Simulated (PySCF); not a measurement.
**Interval between two levels of Ar²⁺ by level of theory**

Ar²⁺ [Ne] 3s2 3p4 [3P2, M_J = 2] → Ar²⁺ [Ne] 3s1 3p5 [3P2, M_J = 2], as a difference of total energies. All numbers are calculated (PySCF 2.14, the two-component X2C-1e Hamiltonian, in x2c-SVPall-2c with one added diffuse shell each of s, p type (5s5p1d, 25 functions)). Correlated levels: [Ne] frozen. "Screened" scales the spin-orbit matrix elements by Boettger's factors to mimic the two-electron term; Breit and QED terms are absent.

| method | interval between two levels (cm⁻¹) |
| --- | --- |
| GHF (spin-free) | 138710 |
| GMP2 (spin-free) | 129040 |
| GHF (screened spin-orbit) | 138770 |
| GMP2 (screened spin-orbit) | 129090 |

The labels give the starting determinants; with spin-orbit coupling the two ends relaxed to ⟨J²⟩ = 6.01, ⟨L²⟩ = 2.02, ⟨S²⟩ = 2.00 and ⟨J²⟩ = 6.01, ⟨L²⟩ = 2.00, ⟨S²⟩ = 2.01.
